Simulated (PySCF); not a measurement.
Input for PySCF: R-BP86/LANL2DZ on CdFHSe (SMILES [F][Cd][SeH]), a point of a bond scan (R = 1.473 Å).

```python
from pyscf import gto, scf, dft, mp
from pyscf.data.elements import chemcore

mol = gto.M(
    atom='''
    Cd    0.41821029   -0.53976024    0.29032552
    F     1.52317107   -1.95748803    1.06506280
    Se   -0.97100683    1.21879749   -0.70555416
    H    -0.76840107    2.08676922    0.46765098
    ''',
    basis='lanl2dz',
    ecp={'Cd': 'lanl2dz', 'Se': 'lanl2dz'},
    charge=0, spin=0, verbose=3, max_memory=1800)
mf = dft.RKS(mol, xc='b88,p86')
mf.conv_tol = 1e-8
mf.max_cycle = 100
mf.kernel()
if not mf.converged:
    mf = mf.newton().run(mf.mo_coeff, mf.mo_occ)
```

The log:

```
converged SCF energy = -158.10306143571
```

Self-consistency was reached.

Cost: roughly 4 core-seconds.
